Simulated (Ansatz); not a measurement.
System: B2, charge 0, multiplicity 3. 
Structure (B3LYP-D3(BJ)/def2-TZVP (Ansatz, a program for electronic structure) minimum search):
```
B
B 1 1.5680
```
Charge 0, spin multiplicity 3.

Quantity: atomisation energy (electronic, to ground-state atoms), in kcal/mol. Correlated levels leave the core frozen unless marked. UHF or UKS for open shells. Spin-orbit coupling is left out. Non-relativistic unless marked X2C. The coupled-cluster limit lacks core correlation, which all-electron functionals hold. Basis-set limits of correlation are two-point, X^-3; Hartree-Fock from the larger set (for Q and 5 zeta extrapolated as (X+1)exp(-9√X)). The bracket is a focal-point correction in the basis named. The program attaches cautions to a run behind HF/cc-pVDZ: large difference. The program attaches cautions to a run behind CCSD/def2-SVP: large difference. The program attaches cautions to a run behind CCSD/def2-SVPD: large difference. The program attaches cautions to a run behind CCSD(T)/6-31G: large difference. The program attaches cautions to a run behind X2C-CCSD(T)/cc-pVTZ-DK: large difference. The program attaches cautions to a run behind RI-MP2/CBS(aug-cc-pVTZ,aug-cc-pVQZ)+[CCSD(T)-MP2]/aug-cc-pVDZ: large difference. The program attaches cautions to a run behind RI-MP2/CBS(def2-TZVPP,def2-QZVPP)+[CCSD(T)-MP2]/def2-SVP: large difference. The program attaches cautions to a run behind CCSD(T)/CBS(cc-pVQZ,cc-pV5Z): large difference.

```json
[
 {"level": "HF/cc-pVDZ", "program": "Ansatz", "atomisation energy (kcal/mol)": "52.8"},
 {"level": "BHLYP/def2-TZVPD", "program": "Ansatz", "atomisation energy (kcal/mol)": "58.6"},
 {"level": "CAM-B3LYP-D4/def2-TZVPD", "program": "Ansatz + dftd4", "atomisation energy (kcal/mol)": "63.4"},
 {"level": "CCSD/def2-SVP", "program": "Ansatz", "atomisation energy (kcal/mol)": "57.2"},
 {"level": "CCSD/def2-SVPD", "program": "Ansatz", "atomisation energy (kcal/mol)": "56.0"},
 {"level": "CCSD(T)/6-31G", "program": "Ansatz", "atomisation energy (kcal/mol)": "56.3"},
 {"level": "X2C-CCSD(T)/cc-pVTZ-DK", "program": "Ansatz", "atomisation energy (kcal/mol)": "59.1"},
 {"level": "RI-MP2/CBS(aug-cc-pVTZ,aug-cc-pVQZ)+[CCSD(T)-MP2]/aug-cc-pVDZ", "program": "Ansatz", "atomisation energy (kcal/mol)": "59.1"},
 {"level": "RI-MP2/CBS(def2-TZVPP,def2-QZVPP)+[CCSD(T)-MP2]/def2-SVP", "program": "Ansatz", "atomisation energy (kcal/mol)": "59.8"},
 {"level": "CCSD(T)/CBS(cc-pVQZ,cc-pV5Z)", "program": "Ansatz", "atomisation energy (kcal/mol)": "61.6"}
]
```

The UHF reference is spin-contaminated (<S^2> 0.91 over the pure value in the largest basis). The T1 diagnostic of CCSD in the largest basis is 0.070, which is high, so the coupled-cluster rows are less sure than usual.
